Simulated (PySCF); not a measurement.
germylsulfanylgermane (Ge2H6S), SMILES [GeH3][S][GeH3]. Atoms are numbered in the order given.

```xyz
9

Ge     1.6927    -0.2467     0.0442
S      0.0036    -0.4092    -1.4312
Ge    -1.6999     0.2000    -0.0958
H      2.9611    -0.6345    -0.7347
H      1.7996     1.1980     0.5750
H      1.4630    -1.2114     1.2261
H     -1.8184    -0.7738     1.0951
H     -2.9593     0.1366    -0.9766
H     -1.4766     1.6321     0.4332
```
Charge 0, spin multiplicity 1.

Geometry optimised at B3LYP-D3(BJ)/def2-SVP.

These are PBE/pcSseg-1 (PySCF) values and carry that method's errors.

GIAO shieldings, no solvent; atoms alike by connectivity are averaged. δ = σ(ref) − σ: ⁷³Ge against GeH4 (σ = 1614.4 ppm); ³³S against H2S (σ = 706.5 ppm); ¹H against TMS (σ = 31.49 ppm), references at their B3LYP-D3(BJ)/def2-TZVP geometries, non-relativistic.

```tsv
atoms	nucleus	count	δ (ppm)
Ge1, Ge3	⁷³Ge	2	198.1
S2	³³S	1	-74.2
H4, H5, H6, H7, H8, H9	¹H	6	…
```

### Question
What belongs in the gaps? (The exact figures need the calculation; the answer reports its results.)

### Answer

- H4, H5, H6, H7, H8, H9, δ (ppm): 5.17
